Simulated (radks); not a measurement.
Question: Radial electron density D(r) = 4 pi r^2 rho(r) of an atom or ion with 21 electrons. Method: non-relativistic Kohn-Sham, PBE, spin-polarised, spherical densities, point nucleus; computed with a radial shooting solver on a logarithmic mesh with Libxc functionals.

```
   r/bohr * D(r) (the largest magnitude, 100, reaches the edge; | marks zero)
 0.002031 |   *
  0.00229 |    *
 0.002562 |     *
 0.002888 |      *
  0.00323 |       *
 0.003642 |         *
 0.004107 |           *
 0.004593 |             *
 0.005179 |                *
 0.005839 |                   *
 0.006531 |                      *
 0.007364 |                         *
 0.008237 |                            *
 0.009287 |                                *
  0.01047 |                                   *
  0.01171 |                                      *
  0.01321 |                                        *
  0.01477 |                                          *
  0.01665 |                                           *
  0.01878 |                                           *
    0.021 |                                          *
  0.02368 |                                         *
   0.0267 |                                        *
  0.02986 |                                       *
  0.03367 |                                       *
  0.03766 |                                       *
  0.04246 |                                          *
  0.04788 |                                             *
  0.05355 |                                                 *
  0.06038 |                                                    *
  0.06808 |                                                      *
  0.07614 |                                                     *
  0.08585 |                                                  *
  0.09603 |                                            *
   0.1083 |                                      *
   0.1221 |                                *
   0.1365 |                            *
    0.154 |                           *
   0.1722 |                            *
   0.1942 |                             *
   0.2189 |                             *
   0.2448 |                          *
   0.2761 |                     *
   0.3113 |              *
   0.3482 |         *
   0.3925 |     *
   0.4391 |  *
    0.495 | *
   0.5582 |*
   0.6243 *
   0.7039 *
   0.7936 *
   0.8877 *
    1.001 *
    1.119 *
    1.262 *
```

What is the nuclear charge?

Answer: Z = 63. The innermost maximum, from 1s, lies near 1/Z = 0.0159 bohr (found: 0.0179), and its height grows with Z. The density is that of the europium ion Eu42+ in [Ne] 3s1 3p6 3d3 4f1; the configuration itself is not fixed sharply by these data, and Z only to a few units. D(r) has 3 maxima, at r = 0.0179, 0.0697, 0.202 bohr, and minima at 0.0324, 0.152 bohr, inside which lie 1.98, 11.11 electrons.
